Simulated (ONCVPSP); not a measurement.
**What one change does to a pseudopotential (tellurium (Te), ONCV)**

- Element: Te
- Generator: ONCVPSP 4.0.1
- Type: optimised norm-conserving Vanderbilt (ONCV)
- Functional: PBE
- Relativity: scalar-relativistic
- Frozen core: [Ar] 3d10
- Valence charge: 24
- Reference configuration: 4s2 4p6 4d10 5s2 5p2 (charge +2)
- Partial waves: 4s+5s: rc 1.10 bohr, ncon 4, nbas 8, qcut 8.4 1/bohr, 2 projectors; 4p+5p: rc 1.45 bohr, ncon 4, nbas 7, qcut 12 1/bohr, 2 projectors; 4d: rc 1.15 bohr, ncon 4, nbas 8, qcut 16 1/bohr, 2 projectors, debl 1.8 Ha
- Local potential: polynomial inside 0.80 bohr (lpopt 1, dvloc0 -1 Ha)
- Core correction: Teter function, fcfact 4.5, rcfact 1.65

In the d channel the program set the typed energies aside and used -2.241, 0.250 Ha.

Change: all radii but the core radius scaled by about 0.91 (s 1.00, p 1.32, d 1.04 bohr); local potential polynomial inside 0.72 bohr (lpopt 1, dvloc0 -1 Ha).

Cutoffs: the cutoffs (Ha) at which the residual kinetic energy of the hardest occupied pseudo-wave falls to 1 and 0.1 mHa per electron; they do not see the model core or the augmentation charge, which bear on the density cutoff. Errors are all-electron minus pseudo energies relative to the spin-unpolarised reference configuration.

**Question.** How do hardness, ghosts and transferability respond?

**Answer.** The potential gets harder (59 Ha and 140 Ha → 141 Ha and 180 Ha); the errors of the 4 common tests hardly move; neither file shows a bound ghost. A smaller radius makes the pseudo-wave follow the all-electron one further in, where it bends more sharply, so more plane waves are needed.

| quantity | base | changed |
| --- | --- | --- |
| cutoff, loose | 59 Ha | 141 Ha |
| cutoff, tight | 140 Ha | 180 Ha |
| loose cutoff by channel | s 50 Ha, p 27 Ha, d 59 Ha | s 141 Ha, p 27 Ha, d 57 Ha |
| bound ghosts | none | none |
| GHOST(+) flags under 300 eV | s at 288.5 eV | s at 231.7 eV |
| error for 4s2 4p6 4d10 5s2 5p4, meV [ΔE -27.65 eV] | +6.4 | +6.1 |
| error for 4s2 4p6 4d10 5s2 5p3, meV [ΔE -17.93 eV] | +4.2 | +4.1 |
| error for 4s2 4p6 4d10 5s2 5p1, meV [ΔE 26.90 eV] | -6.9 | -6.7 |
| error for 4s2 4p6 4d10 5s1 5p5, meV [ΔE -18.40 eV] | +6.1 | +6.0 |
| rms error of d²Exc/dni dnj with the model core, mHa | 2.99 | 2.81 |
